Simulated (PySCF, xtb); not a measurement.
Te(H)(SeH) (H2SeTe), SMILES [SeH][TeH].

Harmonic wavenumbers (cm⁻¹) from GFN2-xTB run with xtb at its own minimum, in rising order: 252, 279, 606, 656, 1916, 1994.

**Question.** What does PBE-D3(BJ)/def2-TZVP (PySCF) give at its own minimum? (Estimate from the structure and the level; the computed values follow.)

**Answer.** 238, 338, 601, 667, 2021, 2313. Paired by order, the mean absolute difference is 85 cm⁻¹ and the zero-point energies are 8.2 and 8.8 kcal/mol.
